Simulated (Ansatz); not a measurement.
Basis sets compared for the cluster B₁₄ (the lowest singlet isomer of a short search). The state is a singlet with charge 0. Geometry PBE0-D4/def2-SVP. Ansatz on 4 threads of Arm Neoverse V1 on a shared host; times are rough, and most runs start from earlier orbitals.

```tsv
atom	x (Å)	y (Å)	z (Å)
B1	-1.5048	-1.1561	1.0558
B2	0.3402	-3.2536	0.5100
B3	-0.0337	-1.6266	0.0076
B4	-2.1831	0.2271	0.7343
B5	0.2695	1.6009	-0.0880
B6	1.7268	0.6447	-0.6010
B7	1.4618	-2.5046	-0.2441
B8	-0.9462	2.7764	-0.6479
B9	-0.8646	-2.5888	1.2559
B10	-1.5893	1.4760	-0.0179
B11	0.5628	3.1614	-0.8101
B12	1.7498	2.1725	-0.8318
B13	-0.5724	0.0584	0.1918
B14	1.5833	-0.9877	-0.5147
```

The restricted singlet is unstable towards broken spin symmetry in Hartree–Fock (as tested in another run); at PBE-D4/def2-SVP, PBE-D4/def2-TZVP, PBE0-D4/def2-SVP, PBE0-D4/def2-TZVP this wasn't settled. At PBE0-D4/def2-TZVP a triplet of charge 0 lies 0.30 eV below the restricted singlet, each at its own geometry. The structure comes from a short search, and lower isomers may exist.

```csv
level,functions,energy (Eh),HOMO (eV),LUMO (eV),wall time
PBE-D4/def2-SVP,196,-346.8375,-5.51,-5.32,3.4 s
PBE0-D4/def2-SVP,196,-346.8811,-6.25,-4.67,4.8 s
```

(1) Estimate the rows for PBE-D4/def2-TZVP (with forces), PBE0-D4/def2-TZVP.

## Answers

(1) 
| level | functions | energy (Eh) | HOMO (eV) | LUMO (eV) | wall time |
| --- | --- | --- | --- | --- | --- |
| PBE-D4/def2-TZVP (with forces) | 434 | -347.1889 | -5.51 | -5.31 | 13 s |
| PBE0-D4/def2-TZVP | 434 | -347.2297 | -6.23 | -4.65 | 29 s |
